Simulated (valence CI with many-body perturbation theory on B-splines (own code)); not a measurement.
Level structure of Fe19+

Computed by configuration interaction combined with many-body perturbation theory (CI+MBPT): five valence electrons over a frozen Dirac-Fock core [He], radial functions for each j: 9 s, 9 p, 8 d, 6 f, 3 g, 1 h, with the one-electron correlation potential Σ1, the two-electron term Σ2, the three-electron term Σ3, Breit, model QED; selected CI, second order for the rest (own B-spline code, finite nucleus).

No measured levels were compared; by estimate levels of excited configurations hold to 0.05 to 0.15 % of their energy, terms of the ground configuration to about 0.5 %. Among the levels kept, up to 2100 cm⁻¹ of a level comes from second order outside the variational space, and about a tenth of that is noise between levels of different J, which matters for small intervals.

Levels 1 to 45 of 83, with energies above the lowest level, 2s²2p³ ⁴S°_3/2. "Leading %" is the weight of the configuration and term that name the level; weights of strongly mixed levels are sums over their largest components and can fall short. Lifetimes count E1, E2, E3, M1 and M2 decay at the calculated energies, and are blank where another channel may lead or the interval is too uncertain; long ones can be off by a factor of two.

| No. | Configuration | Term | J | E (eV) | Leading % | Second component | g | Lifetime |
| --- | --- | --- | --- | --- | --- | --- | --- | --- |
| 1 | 2s²2p³ | ⁴S° | 3/2 | 0.00 | 88 | 10 % 2s²2p³ ²P° | 1.906 |  |
| 2 | 2s²2p³ | ²D° | 3/2 | 17.22 | 74 | 18 % 2s²2p³ ²P° | 0.985 | 63.2 μs |
| 3 | 2s²2p³ | ²D° | 5/2 | 21.87 | 100 |  | 1.196 | 592 μs |
| 4 | 2s²2p³ | ²P° | 1/2 | 32.32 | 98 |  | 0.661 | 26.7 μs |
| 5 | 2s²2p³ | ²P° | 3/2 | 40.13 | 71 | 23 % 2s²2p³ ²D° | 1.234 | 11.5 μs |
| 6 | 2s2p⁴ | ⁴P | 5/2 | 93.35 | 97 |  | 1.586 | 78.9 ps |
| 7 | 2s2p⁴ | ⁴P | 3/2 | 101.76 | 98 |  | 1.718 | 58.6 ps |
| 8 | 2s2p⁴ | ⁴P | 1/2 | 104.48 | 95 | 5 % 2s2p⁴ ²S | 2.632 | 51.9 ps |
| 9 | 2s2p⁴ | ²D | 3/2 | 129.33 | 93 | 5 % 2s2p⁴ ²P | 0.837 | 23.1 ps |
| 10 | 2s2p⁴ | ²D | 5/2 | 131.28 | 97 |  | 1.208 | 28.7 ps |
| 11 | 2s2p⁴ | ²S | 1/2 | 148.30 | 72 | 24 % 2s2p⁴ ²P | 1.696 | 12.5 ps |
| 12 | 2s2p⁴ | ²P | 3/2 | 154.15 | 94 | 5 % 2s2p⁴ ²D | 1.302 | 7.77 ps |
| 13 | 2s2p⁴ | ²P | 1/2 | 166.25 | 75 | 23 % 2s2p⁴ ²S | 0.999 | 8.40 ps |
| 14 | 2p⁵ | ²P° | 3/2 | 242.43 | 98 |  | 1.330 | 10.5 ps |
| 15 | 2p⁵ | ²P° | 1/2 | 255.78 | 98 |  | 0.661 | 9.53 ps |
| 16 | 2s²2p²3s | ⁴P | 1/2 | 887.39 | 76 | 13 % 2s²2p²3s ²P | 2.345 | 648 fs |
| 17 | 2s²2p²3s | ⁴P | 3/2 | 895.64 | 92 | 5 % 2s²2p²3s ²P | 1.707 | 766 fs |
| 18 | 2s²2p²3s | ²P | 1/2 | 899.35 | 81 | 16 % 2s²2p²3s ⁴P | 0.999 | 302 fs |
| 19 | 2s²2p²3s | ⁴P | 5/2 | 900.87 | 78 | 19 % 2s²2p²3s ²D | 1.518 | 713 fs |
| 20 | 2s²2p²3s | ²P | 3/2 | 904.71 | 65 | 31 % 2s²2p²3s ²D | 1.171 | 311 fs |
| 21 | 2s²2p²3p | ⁴D° | 1/2 | 912.34 | 51 | 18 % 2s²2p²3p ²S° | 0.749 | 51.2 ps |
| 22 | 2s²2p²3s | ²D | 5/2 | 917.61 | 78 | 19 % 2s²2p²3s ⁴P | 1.277 | 476 fs |
| 23 | 2s²2p²3p | ⁴D° | 3/2 | 917.82 | 60 | 22 % 2s²2p²3p ⁴P° | 1.323 | 33.0 ps |
| 24 | 2s²2p²3s | ²D | 3/2 | 918.86 | 67 | 28 % 2s²2p²3s ²P | 0.979 | 380 fs |
| 25 | 2s²2p²3p | ²S° | 1/2 | 920.13 | 43 | 35 % 2s²2p²3p ⁴D° | 1.401 | 62.0 ps |
| 26 | 2s²2p²3p | ⁴D° | 3/2 | 923.72 | 30 | 29 % 2s²2p²3p ²D° | 1.273 | 25.3 ps |
| 27 | 2s²2p²3p | ⁴D° | 5/2 | 925.02 | 84 | 10 % 2s²2p²3p ⁴P° | 1.382 | 70.9 ps |
| 28 | 2s²2p²3p | ⁴P° | 1/2 | 926.56 | 65 | 19 % 2s²2p²3p ²S° | 2.261 | 21.9 ps |
| 29 | 2s²2p²3p | ⁴P° | 5/2 | 927.35 | 44 | 41 % 2s²2p²3p ²D° | 1.360 | 25.9 ps |
| 30 | 2s²2p²3p | ²D° | 3/2 | 928.96 | 60 | 26 % 2s²2p²3p ⁴P° | 1.162 | 17.2 ps |
| 31 | 2s²2p²3p | ⁴D° | 7/2 | 930.21 | 80 | 17 % 2s²2p²3p ²F° | 1.376 | 93.4 ps |
| 32 | 2s²2p²3p | ⁴S° | 3/2 | 933.21 | 59 | 20 % 2s²2p²3p ²P° | 1.811 | 2.84 ps |
| 33 | 2s²2p²3s | ²S | 1/2 | 934.02 | 86 | 6 % 2s²2p²3s ⁴P | 1.987 | 464 fs |
| 34 | 2s²2p²3p | ²P° | 3/2 | 936.02 | 68 | 9 % 2s²2p²3p ⁴P° | 1.327 | 12.4 ps |
| 35 | 2s²2p²3p | ²D° | 5/2 | 936.68 | 33 | 31 % 2s²2p²3p ⁴P° | 1.241 | 23.1 ps |
| 36 | 2s²2p²3p | ²P° | 1/2 | 939.29 | 72 | 16 % 2s²2p²3p ²S° | 0.850 | 16.8 ps |
| 37 | 2s²2p²3p | ²F° | 5/2 | 945.83 | 50 | 37 % 2s²2p²3p ²D° | 1.083 | 26.6 ps |
| 38 | 2s²2p²3d | ⁴F | 3/2 | 947.05 | 62 | 12 % 2s²2p²3d ⁴D | 0.662 | 629 fs |
| 39 | 2s2p³3s | ⁶S° | 5/2 | 947.23 | 93 |  | 1.953 | 34.7 ps |
| 40 | 2s²2p²3p | ²F° | 7/2 | 947.67 | 81 | 17 % 2s²2p²3p ⁴D° | 1.191 | 33.9 ps |
| 41 | 2s²2p²3p | ²D° | 3/2 | 948.55 | 58 | 24 % 2s²2p²3p ²P° | 1.061 | 6.66 ps |
| 42 | 2s²2p²3d | ⁴F | 5/2 | 949.87 | 48 | 26 % 2s²2p²3d ⁴D | 1.161 | 281 fs |
| 43 | 2s²2p²3p | ²D° | 5/2 | 950.71 | 82 | 9 % 2s²2p²3p ²F° | 1.182 | 17.3 ps |
| 44 | 2s²2p²3p | ²P° | 1/2 | 951.77 | 94 |  | 0.719 | 6.46 ps |
| 45 | 2s²2p²3d | ²P | 3/2 | 956.18 | 46 | 28 % 2s²2p²3d ⁴F | 1.046 | 231 fs |

Names give the largest LS component (configuration and term), which can be under half, so a name can repeat, a term be missing and a line seem to break the LS rules; names also repeat where a configuration has a term twice.

The ionisation energy to 2s²2p² ³P0 of the next ion comes out as 1573.1 eV (NIST: 1575.6 ± 0.5 eV (measured)). All 83 levels together are meant to be complete up to 994.58 eV.
